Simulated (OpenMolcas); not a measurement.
# Co3+ in Cs2NaYCl6: curves along the breathing mode

Co3+ with its 6 nearest chloride ions, on the Y site of Cs2NaYCl6 (a = 10.7396 Å, distance in the model lattice 2.619 Å). The rest of the host is ab initio model potentials to 7.6 Å, with orthogonalisation functions on the cations behind the ligands, and point charges beyond; the distance is set by hand and nothing relaxes. Ligand basis ANO-RCC-VDZP.

| Item | Value |
| --- | --- |
| Program | OpenMolcas |
| Method | CASSCF |
| Basis | ANO-RCC-VDZP [5s4p2d1f] |
| Scalar Hamiltonian | DKH2, point nucleus |
| Active space | 6 electrons in 5 orbitals (3d) |
| State averaging | 2S+1 = 5 even, 5 roots; 2S+1 = 3 even, 45 roots; 2S+1 = 1 even, 50 roots |
| Spin-orbit coupling | RASSI with atomic mean-field integrals over the reference wave functions |

Spin-free energies (labels of O, the rotations of Oh) in cm-1 above the lowest fitted minimum, as all ligands move together:

| R (Å) | 5T2 | 5E | 3T1 | 3T2 | 3T1(2) | 3T2(2) | 1A1 |
| --- | --- | --- | --- | --- | --- | --- | --- |
| 2.295 | 2550 | 12420 | 15880 | 19920 | 23890 | 26130 | 20240 |
| 2.349 | 310 | 9000 | 14940 | 18640 | 21880 | 24190 | 20640 |
| 2.403 | 150 | 7830 | 15890 | 19260 | 21900 | 24290 | 22780 |
| 2.457 | 1750 | 8560 | 18430 | 21470 | 23620 | 26090 | 26410 |
| 2.511 | 4830 | 10890 | 22310 | 25040 | 26800 | 29330 | 31290 |
| 2.565 | 9180 | 14600 | 27350 | 29780 | 31210 | 33800 | 37290 |
| 2.619 | 14640 | 19520 | 33400 | 35540 | 36690 | 39340 | 44270 |

Cubic fits give the following; the wavenumber is harmonic, with the mass of all moving ligands, small differences in it between states hang on the degree of the fit, a number in brackets counts states of one label, and the table is a selection of at most 14 states with clean curves.

| State | R0 (Å) | Breathing mode (cm-1) | Minimum (cm-1) |
| --- | --- | --- | --- |
| 5T2 | 2.381 | 318 | 0 |
| 5E | 2.409 | 320 | 7810 |
| 3T1 | 2.348 | 315 | 14970 |
| 3T2 | 2.358 | 312 | 18640 |
| 3T1(2) | 2.376 | 316 | 21670 |
| 3T2(2) | 2.374 | 317 | 24020 |
| 1A1 | 2.309 | 315 | 20170 |
| 3T1(3) | 2.379 | 317 | 26880 |
| 3E | 2.385 | 312 | 27170 |
| 1T1 | 2.342 | 315 | 25050 |
| 3T2(3) | 2.380 | 312 | 31130 |
| 1T2 | 2.366 | 312 | 30650 |
| 3E(2) | 2.398 | 323 | 31990 |
| 3A2 | 2.396 | 318 | 32650 |

The minimum of 5E is shifted by +0.0276 Å against 5T2 (from the unrounded fits). With M = 212.7 u for the moving shell, the Huang-Rhys factor in this mode is S = M ω ΔR² / 2ħ = 0.01483 × 212.7 × 318 × 0.0276² = 0.76. Only the first shell moves, against a rigid host.

An orbital triplet at a regular site is open to Jahn-Teller coupling, which can distort the site and quench the lowest spin-orbit gaps and is left out. Without dynamic correlation the repulsion within the d shell is too large (B by tens of per cent), so at a given field states of lower spin stand too high. Ligand-to-metal charge-transfer states are missing. With no ligand orbital active B as a rule stays too high, so bands that hang on it stand too high and its fall with covalency is understated. With metal d orbitals alone and no dynamic correlation the field as a rule comes out too small, by tens of per cent, by up to half for chloride and softer ligands, and with too little covalency χT stands high. This shell can be high or low spin here, a state of another spin lies low, and with metal d orbitals alone active their balance is uncertain, so the ground spin may be wrong (holds for R = 2.295; R = 2.349). The least metal-like active orbital is 84 % on the metal (Löwdin) and no ligand orbital is active, so the numbers are rough (holds for R = 2.295). The least metal-like active orbital is 85 % on the metal (Löwdin) and no ligand orbital is active, so the numbers are rough (holds for R = 2.349). CASSCF with metal d orbitals alone favours high spin, so a ground state of lower spin is not ruled out (holds for R = 2.403; R = 2.457; R = 2.511; R = 2.565; R = 2.619). No measured value stands beside these numbers.
